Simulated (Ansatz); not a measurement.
Isolated molecules relaxed with PBE0-D4/def2-TZVP in Ansatz; ΔE leaves out vibrations. CBS: MP2 limit from def2 TZ/QZ plus the TZ coupled-cluster correction, frozen cores. DFT in def2-TZVPP. Each species was taken in one conformer, which may not be the lowest.

Consider the isomerisation: `OC1[SiH2]N[SiH2]1` → `N[SiH2][SiH2]C=O`.

| level | ΔE (kJ/mol) |
| --- | --- |
| B2PLYP | 71.7 |
| RPA@PBE/def2-TZVPP | 71.6 |

(1) What does CCSD(T)/CBS give? (Estimate.)

Largest T1 diagnostic among the species: 0.015.

## Answers

(1) Computed: +85.8 kJ/mol. The listed levels differ from it by -14.1, -14.2 kJ/mol.

From r2SCAN to r2SCAN0 (25 % exact exchange), in def2-TZVPP and without D4, ΔE moves by +13.2 kJ/mol. In def2-TZVPP, CCSD(T) changes the Hartree–Fock value by +13.9 kJ/mol (the triples alone add −1.5 kJ/mol) and MP2 by +30.7 kJ/mol. At CCSD(T), def2-SVP lies −31.0 kJ/mol from the extrapolated value and def2-TZVPP −7.3 kJ/mol.

CCSD(T)/CBS has its own doubt, a few kJ/mol and more with outer-core shells, so smaller differences from it don't rank the levels.
